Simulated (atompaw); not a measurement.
Cu (Z = 29) PAW (atompaw): all-electron and pseudo phase curves

- Element: Cu
- Generator: atompaw 4.2.0.5
- Type: PAW
- Functional: PBEsol
- Relativity: scalar-relativistic
- Frozen core: [Ne]
- Valence charge: 19
- Reference configuration: 3s2 3p6 3d9 4s2 4p0
- Partial waves: 3s (bound): rc 1.15 bohr; 4s (bound): rc 1.25 bohr; 3p (bound): rc 0.85 bohr; 4p (bound, empty): rc 1.40 bohr; 3d (bound): rc 1.40 bohr; 3d channel at 3.7 Ry: rc 1.40 bohr
- Local potential: troulliermartins scheme with l = 3 at 0 Ry, radius 1.35 bohr
- Core correction: smooth core density matched at 0.85 bohr
- Augmentation charge: sinc compensation charge, radius 1.35 bohr; PAW radius 1.40 bohr; waves and projectors: custom polynom2 7 10 vanderbiltortho

The phase is arctan(r·u′/u) with u = r·R(r), unwrapped; energies in Ry, scanned from -11 to 5 Ry. A pole is an energy at which the radial function vanishes at the test radius. The pseudo phase is shifted by a multiple of π to meet the all-electron one at the reference energy, and phase errors are pseudo minus all-electron; the curves can meet again beyond the range given. Levels narrower than the energy grid can be missing from the lists of poles.

```csv
channel,radius (bohr),reference energy (Ry),"poles, all-electron","poles, pseudo",unbroken range about the reference energy with phases within 0.05 rad,phase error 1 Ry above the reference energy (rad)
s,1.41,-0.43,-8.30,-8.30,the whole range,-0.000
p,1.41,-0.08,-4.98,"-5.00, 1.65",below 1.1,-0.021
d,1.41,-0.70,0.47,0.48,the whole range,+0.001
```

A Bessel basis up to 400 Ry misses an occupied level by 1.51 Ry, so cutoffs and ghosts were not judged.

Phases in the s channel:

| E (Ry) | all-electron | pseudo |
| --- | --- | --- |
| -11.00 | 1.242 | 1.241 |
| -10.76 | 1.221 | 1.220 |
| -10.52 | 1.194 | 1.193 |
| -10.28 | 1.157 | 1.155 |
| -10.04 | 1.100 | 1.099 |
| -9.80 | 1.004 | 1.003 |
| -9.56 | 0.810 | 0.808 |
| -9.32 | 0.297 | 0.295 |
| -9.08 | -0.711 | -0.712 |
| -8.84 | -1.251 | -1.251 |
| -8.60 | -1.454 | -1.454 |
| -8.36 | -1.554 | -1.554 |
| -8.12 | -1.612 | -1.613 |
| -7.88 | -1.652 | -1.652 |
| -7.64 | -1.680 | -1.681 |
| -7.40 | -1.702 | -1.703 |
| -7.16 | -1.721 | -1.721 |
| -6.92 | -1.736 | -1.736 |
| -6.68 | -1.749 | -1.750 |
| -6.44 | -1.761 | -1.762 |
| -6.20 | -1.772 | -1.772 |
| -5.96 | -1.782 | -1.783 |
| -5.72 | -1.792 | -1.792 |
| -5.48 | -1.802 | -1.802 |
| -5.24 | -1.811 | -1.811 |
| -5.00 | -1.820 | -1.820 |
| -4.76 | -1.829 | -1.829 |
| -4.52 | -1.838 | -1.839 |
| -4.28 | -1.847 | -1.848 |
| -4.04 | -1.857 | -1.857 |
| -3.80 | -1.867 | -1.867 |
| -3.56 | -1.877 | -1.877 |
| -3.32 | -1.888 | -1.888 |
| -3.08 | -1.899 | -1.899 |
| -2.84 | -1.911 | -1.911 |
| -2.60 | -1.923 | -1.923 |
| -2.36 | -1.936 | -1.937 |
| -2.12 | -1.950 | -1.951 |
| -1.88 | -1.966 | -1.966 |
| -1.64 | -1.982 | -1.982 |
| -1.40 | -2.000 | -2.000 |
| -1.16 | -2.019 | -2.019 |
| -0.92 | -2.040 | -2.040 |
| -0.68 | -2.063 | -2.063 |
| -0.44 | -2.089 | -2.089 |
| -0.20 | -2.118 | -2.118 |
| 0.04 | -2.150 | -2.150 |
| 0.28 | -2.186 | -2.186 |
| 0.52 | -2.226 | -2.227 |
| 0.76 | -2.273 | -2.273 |
| 1.00 | -2.326 | -2.326 |
| 1.24 | -2.387 | -2.388 |
| 1.48 | -2.457 | -2.459 |
| 1.72 | -2.538 | -2.541 |
| 1.96 | -2.632 | -2.636 |
| 2.20 | -2.739 | -2.746 |
| 2.44 | -2.860 | -2.869 |
| 2.68 | -2.993 | -3.006 |
| 2.92 | -3.136 | -3.152 |
| 3.16 | -3.283 | -3.302 |
| 3.40 | -3.429 | -3.450 |
| 3.64 | -3.567 | -3.590 |
| 3.88 | -3.693 | -3.718 |
| 4.12 | -3.806 | -3.831 |
| 4.36 | -3.905 | -3.930 |
| 4.60 | -3.992 | -4.016 |
| 4.84 | -4.066 | -4.090 |
